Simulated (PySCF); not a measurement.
r2SCAN0 on Ge⁻ (germanium, charge -1), [Ar] 3d10 4s2 4p3, high-spin 4S determinant. Computed with PySCF 2.14 in aug-cc-pwCVDZ-PP with ECP10MDF (6s5p4d1f, 48 functions), with a scalar-relativistic core potential.

```
cycle= 1 E= -294.448649315702  delta_E= -0.00558  |g|= 0.0627  |ddm|= 0.835
cycle= 2 E= -294.448740609473  delta_E= -9.13e-05  |g|= 0.0608  |ddm|= 0.21
cycle= 3 E= -294.449204354731  delta_E= -0.000464  |g|= 0.00492  |ddm|= 0.0949
cycle= 4 E= -294.449213410135  delta_E= -9.06e-06  |g|= 0.000485  |ddm|= 0.0167
cycle= 5 E= -294.449213933387  delta_E= -5.23e-07  |g|= 7.9e-05  |ddm|= 0.0032
cycle= 6 E= -294.449213949296  delta_E= -1.59e-08  |g|= 9.87e-06  |ddm|= 0.000775
cycle= 7 E= -294.449213949511  delta_E= -2.15e-10  |g|= 8.56e-07  |ddm|= 0.000115
converged SCF energy = -294.449213949511  <S^2> = 3.7515936  2S+1 = 4.0007967
```

Highest occupied orbital energy: 0.272 eV; ⟨L²⟩ = 0.00; populations by l: s 4.00, p 9.00, d 10.00, f 0.00.

(1) Can this result be used?

## Answers

(1) With care. Self-consistency was reached. Energies and moments cover only the electrons outside the core potential. At r2SCAN0 the highest occupied level has a positive energy, so only the finite basis holds that electron; in a semilocal or global hybrid functional this comes from self-interaction and does not mean that the real anion is unbound.
